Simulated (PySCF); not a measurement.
Os(CO)3 (C3O3Os), SMILES [O+]#[C-]->[Os](<-[C-]#[O+])<-[C-]#[O+], multiplicity 1.

The structure is a stationary point at PBE0-D3(BJ)/def2-SVP. The multiplicity is an assumed one; other spin states were not compared. The def2 effective core potentials stand for the cores of Os; spin–orbit coupling is left out.

Method: TDDFT-PBE0/def2-SVPD (PySCF).

Vertical excitations.  State labels are in the subgroup Cs.

Computed lowest excited states:
```csv
state,symmetry,energy (eV),λ (nm),f,main pairs
S1,A',1.47,841,0.004,HOMO→LUMO 99 %
S2,A",1.96,634,0.001,HOMO−1→LUMO 99 %
S3,A',2.51,495,0.003,"HOMO−2→LUMO 72 %, HOMO→LUMO+1 27 %"
S4,A',3.01,411,0.058,"HOMO→LUMO+1 70 %, HOMO−2→LUMO 26 %"
S5,A",3.23,384,0.026,"HOMO−1→LUMO+1 71 %, HOMO−3→LUMO 27 %"
S6,A',3.78,328,0.024,HOMO−2→LUMO+1 96 %
S7,A",3.99,311,0.088,"HOMO−3→LUMO 65 %, HOMO−1→LUMO+1 22 %"
S8,A",4.55,273,0.001,HOMO−3→LUMO+1 98 %
S9,A",4.66,266,0.014,HOMO→LUMO+2 93 %
S10,A',4.82,257,0.003,"HOMO→LUMO+3 51 %, HOMO→LUMO+4 40 %"
T1,A',1.17,1063,0,HOMO→LUMO 97 %
T2,A",1.64,758,0,HOMO−1→LUMO 99 %
T3,A',1.96,633,0,"HOMO→LUMO+1 80 %, HOMO−2→LUMO 17 %"
T4,A',2.17,571,0,"HOMO−2→LUMO 80 %, HOMO→LUMO+1 18 %"
```
Triplets are in the Tamm–Dancoff approximation, which puts them higher than full response would, so one can lie above its singlet here.
